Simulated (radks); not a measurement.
Ionisation of the silver ion Ag3+, [Kr] 4d8, to [Kr] 4d7 as the strength of local exchange is varied. Calculated with a radial shooting solver on a logarithmic mesh with Libxc functionals: scalar-relativistic Kohn-Sham, Slater X-alpha exchange (alpha = 2/3 is LDA exchange), no correlation, spin-polarised, spherical densities, finite nucleus; open shells are filled with parallel spins first (spin-orbit coupling, left out, can overturn this in heavy ions); Fermi nuclear charge, rms radius 4.5454 fm.

alpha  E(Ag3+) (hartree)  exchange (hartree)  IE (eV)  -e of the level emptied (eV)  <r> of it (bohr)
0.586        -5287.52097          -121.39505   47.193                   39.660 (4d)             1.278
0.642        -5299.15746          -133.27779   48.429                   40.841 (4d)             1.265
0.667        -5304.36029          -138.59840   48.988                   41.376 (4d)             1.260
0.753        -5322.29550          -156.97581   50.943                   43.250 (4d)             1.241
0.841        -5340.70791          -175.89998   52.996                   45.224 (4d)             1.223
0.856        -5343.85245          -179.13772   53.351                   45.566 (4d)             1.220
0.945        -5362.54633          -198.42034   55.489                   47.628 (4d)             1.203

NIST Atomic Spectra Database: 49 +/- 1.7 eV (theoretical). The Delta-SCF value meets it near alpha = 0.67. Open shells are spherical and high-spin; term and fine-structure splittings are not resolved.
